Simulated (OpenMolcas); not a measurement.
P3+: effect of the active space

| Quantity | Value |
| --- | --- |
| Program | OpenMolcas 26.06 |
| Method | MS-CASPT2 or its RAS form, IPEA 0.25 Eh, imaginary shift 0.1 Eh |
| Basis | ANO-RCC-VTZP |
| Scalar Hamiltonian | DKH2, point nucleus |
| Spin-orbit coupling | state interaction with AMFI integrals over the reference wave functions, term energies averaged over their components |

A. 2 electrons in 4 orbitals (3s 3p); 2S+1 = 3 even, 3 roots; 2S+1 = 1 even, 7 roots; 2S+1 = 3 odd, 3 roots; 2S+1 = 1 odd, 3 roots; closed shells correlated: 2s 2p; CASPT2 step roughly 2.1 core-seconds
B. 2 electrons in 8 orbitals (3s 3p 4s 4p); 2S+1 = 3 even, 3 roots; 2S+1 = 1 even, 7 roots; 2S+1 = 3 odd, 3 roots; 2S+1 = 1 odd, 3 roots; closed shells correlated: 2s 2p; CASPT2 step roughly 4 core-seconds
C. 2 electrons in 9 orbitals (RAS2 3s 3p; RAS3 3d, at most 2 electrons); 2S+1 = 3 even, 3 roots; 2S+1 = 1 even, 7 roots; 2S+1 = 3 odd, 3 roots; 2S+1 = 1 odd, 3 roots; closed shells correlated: 2s 2p; CASPT2 step about 6 core-seconds

Energies in cm-1 above 3s2 1S0, the measured ground level; measured values from Martin, Zalubas and Musgrove, J. Phys. Chem. Ref. Data 14, 751 (1985).

```json
{"Level": "3s2 1S0", "A": "0.0", "B": "0.0", "C": "0.0", "Measured": "0.0"}
{"Level": "3s 3p 3P* 0", "A": "67289", "B": "67340", "C": "67058", "Measured": "67918"}
{"Level": "3s 3p 3P* 1", "A": "67489", "B": "67539", "C": "67256", "Measured": "68146"}
{"Level": "3s 3p 3P* 2", "A": "67894", "B": "67944", "C": "67659", "Measured": "68615"}
{"Level": "3s 3p 1P* 1", "A": "108370", "B": "108068", "C": "106172", "Measured": ""}
{"Level": "3p2 3P0", "A": "165229", "B": "165166", "C": "164711", "Measured": "164941"}
{"Level": "3p2 3P1", "A": "165435", "B": "165371", "C": "164915", "Measured": "165185"}
{"Level": "3p2 3P2 [71 %]", "A": "165763", "B": "165939", "C": "165312", "Measured": "165654"}
{"Level": "3p2 1D2 [71 %]", "A": "166993", "B": "165333", "C": "157693", "Measured": "158142"}
```

Deviations, from unrounded energies. A percentage is the sum of absolute deviations over the sum of measured energies, with the sign that they share, or ± where signs differ.

| Against measurement | Levels | A | B | C |
| --- | --- | --- | --- | --- |
| mean absolute deviation (cm-1) | 7 | 1600 | 1400 | 570 |
| other configurations (%) | 7 | ±1.3 | ±1.1 | -0.5 |

C lies closest to measurement on these levels and A furthest from it. The largest miss of C in the table is 3s 3p 3P* 2, by -960 cm-1. The ranking rests on the paired levels alone, and a cruder setting can come out closer through cancelling errors.

Among A to C the level of the table that moves most is 3p2 1D2 [71 %], by 9300 cm-1 (lowest in C, highest in A).

Over all roots computed the reference weight is 0.92 to 1.00 in A, 0.90 to 1.00 in B; the roots of lowest weight are the least certain, and an intruder state may touch them. Some levels mix across a computed gap that differs much from the measured one, so their mixing is not that of the real levels (holds for A; B). The ¹D term of p² mixes with s d, which this space lacks (holds for A; B). Active for correlation alone: 4p 4s; no level in the range computed is led by a configuration that fills them, so any true level of that kind is missing (holds for B). Active for correlation alone: 3d; no level in the range computed is led by a configuration that fills it, so any true level of that kind is missing (holds for C). Some terms mix strongly with configurations of 3d, whose occupation reaches 0.27 (3p2 1D) (holds for C). Measured partners are found by configuration, term and J. A level has none where our copy of the source lacks it or the pairing is in doubt (some pairs that miss far off the trend of their configuration count as doubtful), and it then counts in no deviation. Only configurations of the active space appear. The table leaves out levels that lie high or whose names do not pair safely across all columns.

A share in square brackets marks a mixed level and gives the weight of the term that names it, the lowest over the columns. * marks odd parity.
